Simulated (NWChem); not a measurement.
Species: C₄H₃FSi; SMILES C([SiH](C#C)F)#C

All runs: NWChem. Structure relaxed at the B3LYP/6-31G* (spherical d) level.

Among these, which level gives the highest value of “highest occupied level (eV)”?
A. TPSS/def2-SVP
B. TPSS/aug-pcseg-1
C. TPSS/STO-3G
D. TPSS/pcseg-1

C, TPSS/STO-3G. Values: TPSS/aug-pcseg-1 -7.32; TPSS/pcseg-1 -7.31; TPSS/def2-SVP -7.18; TPSS/STO-3G -4.06
